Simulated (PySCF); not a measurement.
A structure optimised at PBE0-D3(BJ)/def2-SVP, used in a PySCF frequency run:

```
Si
H 1 1.4984
C 1 1.8791 2 109.65
H 3 1.1006 1 111.09 2 -57.39
H 3 1.1010 4 108.07 1 120.67
H 3 1.1013 4 108.21 5 117.11
C 1 1.8791 2 109.65 3 121.64
H 7 1.1006 1 111.09 2 57.39
H 7 1.1010 8 108.07 1 -120.67
H 7 1.1013 8 108.21 9 -117.11
C 1 1.8822 2 106.69 3 -119.18
C 11 1.3293 1 123.38 2 180.00
F 12 1.3389 11 121.97 1 0.00
H 11 1.0945 12 115.26 13 180.00
H 12 1.0956 11 126.85 14 0.00
```
Charge 0, spin multiplicity 1.

Question: Write its SMILES, formula and point group.

Answer: C[SiH](C)/C=C\F, C4H9FSi, Cs

Question: What are its rotational constants (standard atomic weights)?

Answer: 3.5536, 1.9122, 1.7990 GHz
